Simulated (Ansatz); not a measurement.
## C2H3ClNSi (SMILES C[Si](Cl)C#N): methods side by side

C2H3ClNSi has 8 atoms, charge 0, and is taken as a doublet. As SMILES, `C[Si](Cl)C#N`. The shape was relaxed beforehand at wB97X-V/def2-SVP.

```xyz
8

C    -0.7134   -0.5423    0.7879
Si    0.6014    0.6682    0.2404
Cl    2.4961   -0.0988    0.5146
C     0.4026    1.0026   -1.5817
N     0.2468    1.2842   -2.6968
H    -0.5976   -1.4881    0.2313
H    -0.6289   -0.7525    1.8654
H    -1.7148   -0.1304    0.5832
```

Quantity: the adiabatic electron affinity (to the singlet anion, shapes relaxed at wB97X-V/def2-SVP, no zero-point term), in eV. The values are calculated.

The electron affinity is E(neutral) − E(anion): positive where the electron is bound.

```tsv
level	kind	program	value (eV)	less CCSD(T)/def2-SVP	CPU time (all runs)
UHF/def2-SVP	Hartree–Fock	Ansatz	1.30	-0.64	5.9 s
USVWN5/def2-SVP	LDA	Ansatz	2.18	+0.24	3.3 s
UPBE/def2-SVP	GGA	Ansatz	2.08	+0.14	6.7 s
U-r2SCAN/def2-SVP	meta-GGA	Ansatz	2.08	+0.14	15 s
UB3LYP/def2-SVP	global hybrid	Ansatz	2.20	+0.26	10 s
UPBE0-D4/def2-SVP	global hybrid	Ansatz	2.17	+0.23	8.4 s
U-wB97M-V/def2-SVP	range-separated hybrid	Ansatz	2.29	+0.35	38 s
UB2PLYP/def2-SVP	double hybrid	Ansatz	2.03	+0.09	12 s
UMP2/def2-SVP	perturbation theory	Ansatz	1.92	-0.02	6 s
UCCSD(T)/def2-SVP	coupled cluster or CI	Ansatz	1.94	0.00	42 s
```

Differences are taken from UCCSD(T)/def2-SVP for orientation; it has basis-set and higher-order errors of its own. The values span 1.30 to 2.29 eV. CPU times are rough (shared hosts, several kinds of processor): they show what a rung costs within a factor of a few.
